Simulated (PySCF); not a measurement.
Two structures of Si$_{2}$H$_{4}$OF$_{2}$, closed shell, reached by relaxing down either side of one saddle point (PBE0-D4/def2-TZVP). Energies are electronic, without zero-point energy. PySCF 2.14 with density fitting (its default auxiliary sets; JK sets also for MP2 and CCSD(T)); basis: def2-TZVPP and def2-QZVPP; cores frozen in the correlated methods. Extrapolation: Hartree–Fock as exp(−7.88 √X), correlation as X^−2.97. First:

| atom | x (Å) | y (Å) | z (Å) |
| --- | --- | --- | --- |
| Si1 | -1.3707 | -1.6336 | 0.0393 |
| F2 | 0.1066 | -1.9296 | 0.6752 |
| F3 | -0.9896 | -1.7842 | -1.5287 |
| H4 | -1.4382 | 1.0067 | 0.2641 |
| O5 | -0.7632 | 0.3851 | -0.0217 |
| Si6 | 0.8636 | 0.8747 | 0.0324 |
| H7 | 0.8603 | 2.3118 | -0.3356 |
| H8 | 1.3984 | 0.7052 | 1.3998 |
| H9 | 1.5756 | 0.0557 | -0.9621 |

Second:

Si1  (-1.328, -0.835, 0.182)
F2  (-0.862, -1.918, 1.238)
F3  (-1.443, -1.580, -1.208)
H4  (-2.642, -0.315, 0.564)
O5  (-0.247, 0.341, 0.087)
Si6  (1.303, 0.871, -0.072)
H7  (1.283, 2.093, -0.910)
H8  (1.840, 1.188, 1.273)
H9  (2.133, -0.177, -0.714)
(Å)

**Question.** Which bonds change from the first to the second?

**Answer.** SiH₄O ([OH][SiH3]) + SiF₂ → Si₂H₄OF₂ ([F][SiH]([F])[O][SiH3]); bonds formed: Si1–H4; dative contacts that become bonds: Si1–O5; bonds broken: H4–O5.

**Question.** Give the saddle point's structure and its height above each. (To be estimated.)

**Answer.** Computed: 1.184 eV above the first and 3.767 eV above the second (CCSD(T) at an estimated basis limit (MP2 extrapolated from triple and quadruple zeta, plus CCSD(T) − MP2 in triple zeta)).
Si1  (-1.446, -1.181, 0.028)
F2  (-0.426, -2.058, 0.897)
F3  (-1.466, -1.932, -1.380)
H4  (-1.566, 0.443, 0.261)
O5  (-0.471, 0.300, -0.309)
Si6  (1.040, 0.967, 0.054)
H7  (1.038, 2.355, -0.459)
H8  (1.226, 0.960, 1.524)
H9  (2.072, 0.146, -0.615)
(Å)

No T1 diagnostic of these runs exceeds 0.015. The restricted Hartree–Fock reference is unstable towards an unrestricted one at one or more of these structures.

Losses and insertions of silylenes and their heavier kin drive the gas-phase chemistry of silicon and germanium vapour deposition.

Labels in which every atom is bracketed show which atoms are joined, not bond orders.

For scale, one of the runs: CCSD(T)/def2-TZVPP, 233 basis functions, launched by `OMP_NUM_THREADS=4 python run.py`. Time: 29 min of wall clock on 4 CPU threads of an Intel Xeon; the host was shared. Peak host memory: 4.8 GiB.
